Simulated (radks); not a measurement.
Charge is removed step by step from the 6s up level of Re+, starting from [Xe] 4f14 5d5 6s(up 1, down 0). Calculated with a radial shooting solver on a logarithmic mesh with Libxc functionals: scalar-relativistic Kohn-Sham, r2SCAN, spin-polarised, spherical densities, finite nucleus; open shells are filled with parallel spins first (spin-orbit coupling, left out, can overturn this in heavy ions); meta-GGA in the generalised Kohn-Sham scheme; Fermi nuclear charge, rms radius 5.3698 fm.

removed (e)  E - E(0) (eV)  eigenvalue (eV)  E minus straight line (eV)
0                    0.000          -13.956                       0.000
0.1                  1.429          -14.632                      -0.302
0.2                  2.925          -15.306                      -0.537
0.3                  4.489          -15.977                      -0.705
0.4                  6.119          -16.647                      -0.806
0.5                  7.816          -17.316                      -0.839
0.6                  9.581          -17.985                      -0.806
0.7                 11.412          -18.657                      -0.706
0.8                 13.311          -19.333                      -0.539
0.9                 15.277          -20.012                      -0.303
1                   17.311          -20.694                       0.000

Removing the whole electron costs 17.311 eV by Delta-SCF, against 13.956 eV from minus the eigenvalue at the starting occupation. Slater's transition state (half an electron removed) gives 17.316 eV. Integrating minus the eigenvalue over the occupation (Janak's theorem) gives 17.319 eV. In this scalar-relativistic scheme the density is built from large components alone, so the theorem holds only approximately. The mean slope of the eigenvalue, de/dn, is 6.74 eV per electron. Ionisation energy of Re+ in the NIST Atomic Spectra Database: 16.6 eV (semi-empirical).
